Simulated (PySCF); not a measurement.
# Bond curve of CaO

Set-up: Ca x2c-SVPall, O x2c-SVPall; spin-free X2C with a Gaussian nucleus (PySCF 2.14). Energies in eV from Ca + O in their ground configurations at the same level. All curves are PBE0. state 1: ¹Σ⁺ (singlet), closed shell; state 2: ³Π (triplet), unpaired electrons σ ↑, π ↑, a second solution, started from another occupation; state 3: Ms = 0 determinant of mixed spin (⟨S²⟩ near 1.0), unpaired electrons σ ↓, π ↑, a second solution, started from another occupation.

```csv
R (Å),state 1,state 2,state 3
1.553,-2.719,0.632,0.655
1.625,-3.426,-0.718,-0.699
1.698,-3.829,-1.691,-1.674
1.752,-3.977,-2.222,-2.206
1.806,-4.020,-2.614,-2.600
1.860,-3.981,-2.894,-2.880
1.932,-3.831,-3.127,-3.114
2.023,-3.534,-3.249,-3.235
2.131,-3.080,-3.223,-3.208
2.276,-2.404,-3.011,-2.993
```

Put a parabola through the three lowest points of the state 1 curve and estimate Re, k and ωe (reduced mass 11.42 u; 1 eV/Å² = 0.16022 mdyn/Å; ωe = 1302.8·√(k/μ) cm⁻¹).

Through R = 1.752, 1.806, 1.86 Å the second-order coefficient is 14.1 eV/Å², so Re ≈ 1.807 Å, k ≈ 4.51 mdyn/Å and ωe ≈ 818 cm⁻¹. A polynomial fit of higher order to the unrounded PBE0 energies gives Re = 1.805 Å, k = 4.50 mdyn/Å, ωe = 818 cm⁻¹; anharmonicity and rounding make the difference.

The higher-order fit for each curve: state 1: Re = 1.805 Å, ωe = 818 cm⁻¹, De = 4.02 eV; state 2: Re = 2.057 Å, ωe = 577 cm⁻¹, minimum 3.26 eV below the ground-state fragments; state 3: Re = 2.056 Å, ωe = 580 cm⁻¹, minimum 3.24 eV below the ground-state fragments.
